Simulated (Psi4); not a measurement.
C$_{5}$H$_{9}$Br (SMILES BrCC1CCC1), singlet, geometry from GFN2-xTB; R2SCAN/def2-TZVP in Psi4 1.11.

Psi4 was given this input:
```
memory 2 GB

molecule {
0 1
  Br    1.67335215    0.47345644    0.36985958
  C     0.26112453   -0.87880399    0.27784226
  C    -0.83783118   -0.44569271   -0.66291444
  C    -2.08983934   -1.34507434   -0.66618702
  C    -2.96822100   -0.10356100   -0.44628922
  C    -1.70630837    0.73887483   -0.20331345
  H    -0.10644480   -0.99986855    1.29662229
  H     0.74032793   -1.79976799   -0.05438076
  H    -0.42859704   -0.29698235   -1.66428389
  H    -2.11171244   -2.04119078    0.17079807
  H    -2.26666913   -1.89772366   -1.58604068
  H    -3.66349352   -0.16184948    0.38796737
  H    -3.51456538    0.19433998   -1.33810771
  H    -1.55355142    0.99217199    0.84453252
  H    -1.61616743    1.64543860   -0.79702097
}

set basis def2-tzvp

energy('r2scan')
print_variables()
```

The log (banner, timings and long lists left out):

```
   => Loading Basis Set <=

    Name: DEF2-TZVP
    Role: ORBITAL
    Keyword: BASIS

         ---------------------------------------------------------
                                   SCF
               by Justin Turney, Rob Parrish, Andy Simmonett
                          and Daniel G. A. Smith
                              RKS Reference
         ---------------------------------------------------------

  ==> Geometry <==

    Molecular point group: c1
    Full point group: C1

    Geometry (in Angstrom), charge = 0, multiplicity = 1:

       Center              X                  Y                   Z               Mass
    ------------   -----------------  -----------------  -----------------  -----------------
         BR           1.475156250031     0.415656667938     0.329201039662    78.918337600000
         C            0.062928630031    -0.936603762062     0.237183719662    12.000000000000
         C           -1.036027079969    -0.503492482062    -0.703572980338    12.000000000000
         C           -2.288035239969    -1.402874112062    -0.706845560338    12.000000000000
         C           -3.166416899969    -0.161360772062    -0.486947760338    12.000000000000
         C           -1.904504269969     0.681075057938    -0.243971990338    12.000000000000
         H           -0.304640699969    -1.057668322062     1.255963749662     1.007825032230
         H            0.542132030031    -1.857567762062    -0.095039300338     1.007825032230
         H           -0.626792939969    -0.354782122062    -1.704942430338     1.007825032230
         H           -2.309908339969    -2.098990552062     0.130139529662     1.007825032230
         H           -2.464865029969    -1.955523432062    -1.626699220338     1.007825032230
         H           -3.861689419969    -0.219649252062     0.347308829662     1.007825032230
         H           -3.712761279969     0.136540207938    -1.378766250338     1.007825032230
         H           -1.751747319969     0.934372217938     0.803873979662     1.007825032230
         H           -1.814363329969     1.587638827938    -0.837679510338     1.007825032230

  Running in c1 symmetry.

  Rotational constants: A =      0.25163  B =      0.03285  C =      0.03039 [cm^-1]
  Rotational constants: A =   7543.61823  B =    984.73667  C =    910.98267 [MHz]
  Nuclear repulsion =  400.117553849573994

  Charge       = 0
  Multiplicity = 1
  Electrons    = 74
  Nalpha       = 37
  Nbeta        = 37

  ==> Algorithm <==

[...]
   @DF-RKS iter   6: -2770.01352450254581   -2.50094e-03   5.35709e-05 DIIS
   @DF-RKS iter   7: -2770.01361169892789   -8.71964e-05   1.51951e-05 DIIS
   @DF-RKS iter   8: -2770.01361947142868   -7.77250e-06   3.30683e-06 DIIS
   @DF-RKS iter   9: -2770.01361979360718   -3.22178e-07   1.17872e-06 DIIS
   @DF-RKS iter  10: -2770.01361983903325   -4.54261e-08   2.37235e-07 DIIS
  Energy and wave function converged.

  ==> Post-Iterations <==

   Electrons on quadrature grid:
      Ntotal   =   73.9999287465 ; deviation = -7.125e-05

    Orbital Energies [Eh]
    ---------------------

    Doubly Occupied:

[...]
      37A     -0.248176

    Virtual:

[...]
     257A     22.697275

    Final Occupation by Irrep:
              A
    DOCC [    37 ]
    NA   [    37 ]
    NB   [    37 ]

  @DF-RKS Final Energy: -2770.01361983903325

   => Energetics <=

    Nuclear Repulsion Energy =            400.1175538495739943
    One-Electron Energy =               -4641.1502601932425023
    Two-Electron Energy =                1592.7967673254015608
    DFT Exchange-Correlation Energy =    -121.7776808207657950
    Empirical Dispersion Energy =           0.0000000000000000
    VV10 Nonlocal Energy =                  0.0000000000000000
    Total Energy =                      -2770.0136198390332538

Computation Completed

Properties will be evaluated at   0.000000,   0.000000,   0.000000 [a0]

Properties computed using the SCF density matrix

 Multipole Moments:

 ------------------------------------------------------------------------------------
     Multipole            Electronic (a.u.)      Nuclear  (a.u.)        Total (a.u.)
 ------------------------------------------------------------------------------------

 L = 1.  Multiply by 2.5417464519 to convert [e a0] to [Debye]
 Dipole X            :         26.9666391          -27.7156621           -0.7490229
 Dipole Y            :          7.5835551           -8.0827049           -0.4991498
 Dipole Z            :          5.5440395           -5.6856788           -0.1416393
 Magnitude           :                                                    0.9111792

 ------------------------------------------------------------------------------------

  Variable Map:
  ----------------------------------------------------------------------------
[...]
  Array Variable Map:
  ----------------------------------------------------------------------------
[...]
[...]
```
